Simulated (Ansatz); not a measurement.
Several settings on one geometry of Al5N4H16⁻, a cluster cut from zinc blende AlN (hydrogen-capped) (that of the charge -1 singlet, PBE-D4/def2-SVP). Ansatz on 2 threads of AMD EPYC 7R13 on a shared host and a share (18 GiB) of an NVIDIA H100 80GB HBM3; times are rough.

```xyz
25

Al    0.094   -2.455    0.054
Al    0.593   -0.202   -2.139
Al   -1.931    0.128   -0.123
Al    0.135   -0.059    2.432
Al    0.544    2.199    0.192
N    -0.734   -1.095   -1.052
N     1.134   -1.319    1.288
N     0.316    1.708   -1.711
N    -0.725    1.051    1.096
H     1.121   -3.357   -0.828
H    -0.972   -3.299    0.930
H     2.095   -0.515   -1.614
H     0.294   -0.422   -3.720
H    -3.118   -0.645    0.657
H    -2.480    1.223   -1.221
H    -0.922   -0.922    3.301
H     1.193    0.808    3.311
H     0.124    3.759    0.369
H     2.077    1.798    0.529
H    -1.342   -1.603   -1.719
H     1.699   -1.930    1.897
H     1.831   -0.794    0.729
H    -0.643    1.971   -2.000
H     0.957    2.278   -2.283
H    -1.340    1.693    1.626
```

Totals from different functionals, basis sets or treatments of relativity can't be compared as stabilities.

The 6-31G sets use Cartesian d functions. Correlated methods freeze 29 core orbitals. A multiply charged anion in the gas phase is held together partly by the finite basis.

Scalar relativity in a set contracted without it gives distorted totals.

The spins typed aren't always the lowest for that charge.

(1) Give the basis size and estimate the energy, ⟨S²⟩ and time of these runs.

```
run                         method  charge    state                                                                                     further keys
  1           UKS B2GP-PLYP/STO-3G       0  doublet                                     accuracy: high; scf: {lower_state_search: off}; forces asked
  2          UKS ωB97M-V/def2-SVPD       0  doublet  final_grid: {core_spheres: 5, valence_spheres: 4, degree: 11}; scf: {lower_state_search: light}
  3        UKS ωB97X-V/aug-cc-pVDZ      -2  doublet                            nuclear_model: gaussian; scf: {lower_state_search: off}; forces asked
  4  RKS RPBE-D3(BJ)-ATM/6-31++G**      -1  singlet                                             pseudopotentials: {relativity: scalar}; forces asked
```

Results:

(1) 
```json
{"run": "1", "functions": "81", "energy (Eh)": "-1422.2188", "⟨S²⟩": "0.78", "wall time": "20 s"}
{"run": "2", "functions": "328", "energy (Eh)": "-1440.2604", "⟨S²⟩": "0.76", "wall time": "16 s"}
{"run": "3", "functions": "371", "energy (Eh)": "-1440.8618", "⟨S²⟩": "0.75", "wall time": "15 s"}
{"run": "4", "functions": "287", "energy (Eh)": "-1443.2511", "⟨S²⟩": "–", "wall time": "12 s"}
```
